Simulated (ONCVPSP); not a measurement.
**Co (Z = 27): one change to an ONCV potential, before and after**

```
Element                 : Co
Generator               : ONCVPSP 4.0.1
Type                    : optimised norm-conserving Vanderbilt (ONCV)
Functional              : LDA (Perdew-Wang 92)
Relativity              : fully relativistic
Frozen core             : [Ne]
Valence charge          : 17
Reference configuration : 3s2 3p6 3d7 4s2
Partial waves           : 3s+4s: rc 1.25 bohr, ncon 3, nbas 7, qcut 12.2 1/bohr, 2 projectors; 3p: rc 0.95 bohr, ncon 4, nbas 7, qcut 16.2 1/bohr, 2 projectors, debl 2.2 Ha; 3d: rc 1.30 bohr, ncon 4, nbas 9, qcut 13.4 1/bohr, 1 projector
Local potential         : polynomial inside 0.90 bohr (lpopt 3, dvloc0 0 Ha)
Core correction         : none
```

Open shells are filled in proportion to 2j + 1.

In the p channel the program set the typed energies aside and used -2.385, 0.250 Ha (j = l + 1/2; the other j can differ).

All-electron outer shells of the reference configuration (LDA (PZ), scalar-relativistic, ld1.x):

```
shell  level (eV)  outermost node (bohr)  outermost maximum (bohr)
   2p     -769.46                      –                      0.17
   3s     -101.87                   0.31                      0.67
   3p      -65.51                   0.28                      0.68
   3d       -8.46                      –                      0.66
   4s       -5.68                   0.96                      2.29
```

Change: all radii scaled by about 0.82 (s 1.02, p 0.78, d 1.06 bohr); local potential polynomial inside 0.74 bohr (lpopt 3, dvloc0 0 Ha).

Cutoffs: the cutoffs (Ha) at which the residual kinetic energy of the hardest occupied pseudo-wave falls to 1 and 0.1 mHa per electron; they do not see the model core or the augmentation charge, which bear on the density cutoff. Errors are all-electron minus pseudo energies relative to the spin-unpolarised reference configuration.

Q: What does the change do?

A: The potential gets harder (67 Ha and 86 Ha → 85 Ha and 104 Ha); of the 4 tests that both files solve, the error grows in 0 and shrinks in 4 by more than 15 % and 0.3 meV (median size 3.2 → 1.9 meV); neither file shows a bound ghost. A smaller radius makes the pseudo-wave follow the all-electron one further in, where it bends more sharply, so more plane waves are needed. Less of the atom is replaced, so other configurations are described better.

```tsv
quantity	base	changed
cutoff, loose	67 Ha	85 Ha
cutoff, tight	86 Ha	104 Ha
loose cutoff by channel	s 45 Ha, p 67 Ha, d 64 Ha	s 52 Ha, p 85 Ha, d 75 Ha
bound ghosts	none	none
GHOST(+) flags under 300 eV	none	none
error for 3s2 3p6 3d7 4s1, meV [ΔE 9.29 eV]	+1.1	+0.8
error for 3s2 3p6 3d7 4s0, meV [ΔE 26.37 eV]	+5.3	+3.7
error for 3s2 3p6 3d6 4s0, meV [ΔE 62.56 eV]	-7.0	-2.9
error for 3s2 3p6 3d7.5 4s1.5, meV [ΔE -0.98 eV]	+1.1	+0.6
```
